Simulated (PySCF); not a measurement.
Pb(H)(NMe2) (C2H7NPb), SMILES C[N](C)[PbH] (connectivity only; charge and spin as stated), neutral, multiplicity 1.

Geometry: B3LYP-D3(BJ)/def2-SVP. The def2 effective core potentials stand for the cores of Pb; spin–orbit coupling is left out.

Method: TDA-B3LYP/def2-SVPD run with PySCF 2.14.0.

Vertical excitations. Isolated molecule, no solvent. State labels are in the subgroup Cs.

Computed excitation energies, oscillator strengths and character:
```tsv
state	symmetry	energy (eV)	λ (nm)	f	main pairs
S1	A"	3.34	372	0.012	HOMO−1→LUMO 99 %
S2	A'	3.68	337	0.178	HOMO→LUMO 91 %
S3	A"	4.60	270	0.006	HOMO→LUMO+1 83 %, HOMO−2→LUMO 16 %
S4	A"	4.74	262	0.004	HOMO−2→LUMO 82 %, HOMO→LUMO+1 16 %
S5	A"	5.09	244	0.001	HOMO→LUMO+2 98 %
S6	A'	5.47	227	0.082	HOMO−1→LUMO+1 76 %, HOMO−1→LUMO+2 18 %
S7	A'	5.84	212	0.236	HOMO−1→LUMO+2 76 %, HOMO−1→LUMO+1 15 %
S8	A"	5.87	211	0.001	HOMO→LUMO+3 99 %
S9	A"	6.39	194	0.089	HOMO→LUMO+4 97 %
S10	A"	6.56	189	0.019	HOMO→LUMO+5 98 %
T1	A'	2.00	621	0	HOMO→LUMO 99 %
T2	A"	2.70	458	0	HOMO−1→LUMO 99 %
T3	A"	4.23	293	0	HOMO→LUMO+1 55 %, HOMO−2→LUMO 40 %
T4	A"	4.48	277	0	HOMO−2→LUMO 58 %, HOMO→LUMO+1 41 %
```
Triplets are in the Tamm–Dancoff approximation.
